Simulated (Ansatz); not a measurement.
Reaction (ligand exchange at the Si–O bond): `C[SiH2]O[SiH2]F` + `S[SiH](Cl)Cl` → `C[SiH2]S[SiH](Cl)Cl` + `O[SiH2]F`

Calculated with Ansatz (gas phase, PBE0-D4/def2-TZVP geometries, no zero-point term in ΔE). CCSD(T)/CBS adds triple-zeta CCSD(T) − MP2 to the extrapolated MP2 energy (def2 sets, frozen cores). DFT in def2-TZVPP. One conformer a species, not always the lowest.

```json
{"level": "PBE-D4", "ΔE (kJ/mol)": "23.5"}
{"level": "HF/def2-TZVPP", "ΔE (kJ/mol)": "70.3"}
{"level": "HF/def2-QZVPP", "ΔE (kJ/mol)": "72.9"}
{"level": "CCSD/CBS(def2)", "ΔE (kJ/mol)": "44.7"}
```

(1) What does CCSD(T)/CBS give? (An estimate is asked.)

Largest T1 diagnostic among the species: 0.011.

Answers

(1) Ansatz gave: +38.8 kJ/mol. The listed levels differ from it by -15.3, 31.5, 34.1, 5.9 kJ/mol.

The D4 term adds −12.6 kJ/mol with B3LYP and −7.1 kJ/mol with PBE0; it sums over pairs of atoms, weighted by their polarisabilities, and B3LYP, whose exchange is more repulsive, gets the larger term. In def2-TZVPP, CCSD(T) changes the Hartree–Fock value by −28.6 kJ/mol (the triples alone add −5.9 kJ/mol) and MP2 by −35.1 kJ/mol.

CCSD(T)/CBS has its own doubt, a few kJ/mol and more with outer-core shells, so smaller differences from it don't rank the levels.

B3LYP here is the variant with VWN-RPA as its local correlation; programs differ in this.
